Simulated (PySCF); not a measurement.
This PySCF input asks for the NMR shieldings of SMILES B/C=C/C(=C)C, C$_{5}$H$_{9}$B; the geometry comes from GFN2-xTB.

```python
import basis_set_exchange as bse
import numpy as np
from pyscf import gto, dft
from pyscf.prop import nmr

atoms = """
B     2.836655    0.635843   -0.132680
C     1.360778    0.487660    0.259465
C     0.454358   -0.165870   -0.495752
C    -0.954271   -0.349609   -0.198847
C    -1.728213   -1.027008   -1.051570
C    -1.510321    0.229558    1.067663
H     3.224419    0.169143   -1.133943
H     3.577201    1.214151    0.565633
H     1.006832    0.923514    1.187397
H     0.782160   -0.611169   -1.427954
H    -1.334740   -1.446143   -1.962439
H    -2.777557   -1.185143   -0.868038
H    -1.000060   -0.192255    1.932254
H    -1.369127    1.309161    1.084485
H    -2.572527    0.016157    1.152414
"""
names = dict.fromkeys(["B", "C", "H"], "pcSseg-1")
basis = {el: gto.basis.parse(bse.get_basis(n, elements=[el], fmt="nwchem")) for el, n in names.items()}
mol = gto.M(atom=atoms, basis=basis, charge=0, verbose=0)
mf = dft.RKS(mol, xc="PBE0")
mf.grids.level = 2
mf.grids.alignment = dft.numint.BLKSIZE   # the property module wants whole blocks of grid points
mf.conv_tol = 1e-9
mf.kernel()

calc = nmr.RKS(mf)   # GIAO
C = mf.mo_coeff
Co = C[:, mf.mo_occ > 0]
resp = mf.gen_response(singlet=True, hermi=2)
def vind(x):   # induced exchange potential for any number of trial vectors
    d = np.einsum("pi,xij,qj->xpq", C, 2 * x.reshape(-1, C.shape[1], Co.shape[1]), Co, optimize=True)
    return np.einsum("xpq,pi,qj->xij", resp(d - d.transpose(0, 2, 1)), C, Co, optimize=True).ravel()
mo1, _ = nmr.rhf.solve_mo1(calc, with_cphf=vind)
sigma = calc.kernel(mo1)
for i, s in enumerate(sigma):   # ppm
    w = np.linalg.eigvalsh((s + s.T) / 2)
    print("%2d %-2s iso %8.1f  s11 %8.1f  s22 %8.1f  s33 %8.1f" % (i, mol.atom_pure_symbol(i), w.mean(), *w))
```

Q: What are the results?

A: 
```
 0 B  iso     29.4  s11    -23.1  s22    -16.2  s33    127.5
 1 C  iso     45.2  s11    -64.7  s22     17.4  s33    182.8
 2 C  iso     12.1  s11    -90.4  s22      1.1  s33    125.7
 3 C  iso     34.5  s11    -78.7  s22     20.4  s33    161.7
 4 C  iso     50.0  s11    -52.1  s22     59.9  s33    142.2
 5 C  iso    165.8  s11    156.6  s22    157.1  s33    183.8
 6 H  iso     24.8  s11     18.5  s22     27.8  s33     28.1
 7 H  iso     24.7  s11     19.6  s22     27.1  s33     27.5
 8 H  iso     24.5  s11     20.0  s22     23.8  s33     29.7
 9 H  iso     24.2  s11     21.5  s22     23.2  s33     27.9
10 H  iso     25.9  s11     23.1  s22     25.1  s33     29.5
11 H  iso     25.7  s11     22.8  s22     24.8  s33     29.6
12 H  iso     29.6  s11     25.8  s22     27.9  s33     34.9
13 H  iso     29.6  s11     25.8  s22     28.0  s33     34.9
14 H  iso     29.7  s11     25.7  s22     29.0  s33     34.5
```

These numbers come from an equivalent density-fitted implementation of the same equations, which agrees with the script to about 0.01 ppm for H and up to a few tenths of a ppm for heavy atoms, so last digits may differ.

Size and cost of the density-fitted run: 147 basis functions, 15 s wall time on 1 thread of an Arm Neoverse V2, shared host.
